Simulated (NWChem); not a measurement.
Two isomers of C$_{3}$H$_{2}$F$_{4}$, each optimised at PBE0/def2-SVP with NWChem. 

A: C1(F)(F)C(C1)(F)F
B: F[C@H]1[C@H](F)C1(F)F

Which is lower in energy, by how much, and how do their other properties compare?

A is lower by 10.3 kcal/mol in electronic energy; with zero-point energies, B − A = 10.6 kcal/mol.
```tsv
	A	B
highest occupied level (eV)	-8.48	-8.55
orbital gap (eV)	9.69	9.19
dipole (D)	1.89	0.81
highest harmonic frequency (cm⁻¹)	3276	3185
zero-point energy (kcal/mol)	31.7	31.9
```
